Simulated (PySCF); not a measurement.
# How methods differ on the excitation energy of Zn²⁺

Zn²⁺ [Ar] 3d10 (1S) → Zn²⁺ [Ar] 3d9 4s1 (3D), as a difference of total energies. Computed with PySCF 2.14 in aug-cc-pwCVDZ-PP with ECP10MDF, with scalar relativity through the core potential. Correlated levels: valence and next inner shell: nothing frozen outside the core potential. The calculations carry no spin-orbit coupling.

```json
{"method": "UHF", "excitation energy (eV)": "8.105"}
{"method": "MP2 (valence and next inner shell)", "excitation energy (eV)": "10.552"}
{"method": "SCS-MP2 (valence and next inner shell)", "excitation energy (eV)": "10.311"}
{"method": "CCSD (valence and next inner shell)", "excitation energy (eV)": "9.652"}
{"method": "CCSD(T) (valence and next inner shell)", "excitation energy (eV)": "9.731"}
```

Task: How much does correlation contribute at CCSD(T) (valence and next inner shell)?

Result: 9.731 − (8.105) = 1.626 eV, measured against UHF.
